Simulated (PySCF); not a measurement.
**Magnetic susceptibility: SMILES CC#Cc1nsc[n+]1C, [C6H7N2S]+, charge +1**

Cartesian coordinates in Å; atom numbers follow the order of the lines, from 1:
```xyz
16

C    -3.3475    0.1503   -0.1220
C    -1.9769   -0.2352   -0.0530
C    -0.8116   -0.5523    0.0059
C     0.5159   -0.9745    0.0738
N     0.8848   -2.2221    0.1534
S     2.4896   -2.3817    0.2139
C     2.7309   -0.7121    0.1314
N     1.5685   -0.0754    0.0593
C     1.3862    1.3490   -0.0271
H    -3.7285   -0.0358   -1.1266
H    -3.4631    1.2080    0.1112
H    -3.9287   -0.4431    0.5839
H     3.6803   -0.2108    0.1345
H     0.8498    1.5966   -0.9444
H     2.3508    1.8507   -0.0245
H     0.7919    1.6975    0.8190
```

Total charge +1.

Method: GIAO CAM-B3LYP/pcSseg-1 magnetisability, rotational g tensor and spin-rotation constants, non-relativistic, gas phase (PySCF). Geometry: GFN2-xTB.

For an ion the centre-of-mass motion in the field is neglected.

(1) How diamagnetic is it, and how anisotropic?

(2) Split it along the inertial axes a, b, c into diamagnetic and paramagnetic parts about the centre of mass, with the quadrupole moment.

(3) And the rotational g tensor?

Results:

(1) Isotropic -1378 × 10⁻³⁰ J/T², or -83.0 × 10⁻⁶ cm³/mol; principal values -1783, -1207, -1144 × 10⁻³⁰ J/T², anisotropy 610 × 10⁻³⁰ J/T² (root of half the summed squared differences of the principal values). The susceptibility is in cgs units.

(2) 
```csv
axis,χ (10⁻⁶ cm³/mol),diamagnetic (10⁻⁶ cm³/mol),paramagnetic (10⁻⁶ cm³/mol),summed x² of all electrons (Å²),quadrupole Θ (D Å)
a,-72.7,-499.7,427.1,338.8,+33.35
b,-68.9,-1501.6,1432.7,102.7,-8.39
c,-107.3,-1873.2,1765.8,15.1,-24.96
```
Anisotropies 2χaa − χbb − χcc = +30.9 and 2χbb − χaa − χcc = +42.2 × 10⁻⁶ cm³/mol. Θ is traceless in Buckingham's convention.

(3) 
```tsv
axis	rotational constant (GHz)	g	nuclear part	electronic part
a	3.0885	-0.0279	0.5917	-0.6197
b	0.8354	+0.0006	0.5629	-0.5623
c	0.6630	+0.0155	0.5655	-0.5500
```
Asymmetric top; isotopes 12C, 1H, 14N, 32S; no vibrational averaging.
